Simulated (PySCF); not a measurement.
# Working out the ionisation energy of P⁺

P⁺ [Ne] 3s2 3p2 (3P) → P²⁺ [Ne] 3s2 3p1 (2P). All numbers are calculated (PySCF 2.14, scalar relativity by spin-free X2C-1e, in x2c-TZVPPall). Frozen: 1s2. Energies in hartree (1 hartree = 27.21139 eV):

| part | P⁺ (lower) | P²⁺ (upper) |
| --- | --- | --- |
| UHF | -341.162357 | -340.458611 |
| CCSD correlation | -0.240657 | -0.222831 |
| (T) | -0.003885 | -0.002713 |

Question: What does Hartree-Fock give?

Answer: (-340.458611) − (-341.162357) = 0.703746 hartree = 19.150 eV.

Question: What do CCSD and CCSD(T) give?

Answer: The CCSD correlation energies differ by 0.017826 hartree = 0.485 eV and the triples by 0.001172 hartree = 0.032 eV, so CCSD gives 19.635 eV and CCSD(T) 19.667 eV.

A first-order spin-orbit estimate adds -0.007 eV to CCSD(T) (valence and next inner shell), giving 19.660 eV against 19.769 eV (semi-empirical (NIST evaluation); NIST Atomic Spectra Database, ionization energies).

What remains against the reference includes basis incompleteness, the frozen core and higher excitations.
